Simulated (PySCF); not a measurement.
C₂H₅F. Atoms are numbered in the order given.

```xyz
8

C     -0.2205    -1.1869     0.0000
C      0.5421     0.1090     0.0000
F     -0.3386     1.1793     0.0000
H      0.4766    -2.0287     0.0000
H     -0.8525    -1.2637    -0.8866
H     -0.8525    -1.2637     0.8866
H      1.1729     0.2049     0.8890
H      1.1729     0.2049    -0.8890
```
Charge 0, spin multiplicity 1.

Geometry optimised at PBE0-D3(BJ)/def2-TZVP.

All values below come from PBE0-D3(BJ)/def2-TZVP (PySCF).

Frequencies are harmonic and unscaled.

Computed normal modes with their intensities:
| mode | ν (cm⁻¹) | IR (km/mol) | moving atoms (share of kinetic energy) |
|---|---|---|---|
| 1 | 256 | 0.4 | H 88 % |
| 2 | 415 | 5.7 | C 35 %, F 34 %, H 31 % |
| 3 | 811 | 0.9 | H 93 % |
| 4 | 900 | 13.5 | H 45 %, C 36 %, F 19 % |
| 5 | 1092 | 75.3 | C 60 %, H 22 %, F 18 % |
| 6 | 1134 | 39.7 | C 53 %, H 37 %, F 10 % |
| 7 | 1187 | 4.9 | H 61 %, C 36 % |
| 8 | 1303 | 0.1 | H 91 % |
| 9 | 1392 | 2.0 | H 81 %, C 19 % |
| 10 | 1423 | 28.0 | H 73 %, C 26 % |
| 11 | 1473 | 6.4 | H 97 % |
| 12 | 1492 | 1.5 | H 94 % |
| 13 | 1515 | 1.8 | H 92 %, C 8 % |
| 14 | 3050 | 41.4 | H 95 % |
| 15 | 3057 | 7.6 | H 97 % |
| 16 | 3093 | 21.2 | H 90 %, C 10 % |
| 17 | 3134 | 20.7 | H 91 %, C 9 % |
| 18 | 3145 | 29.1 | H 90 %, C 10 % |
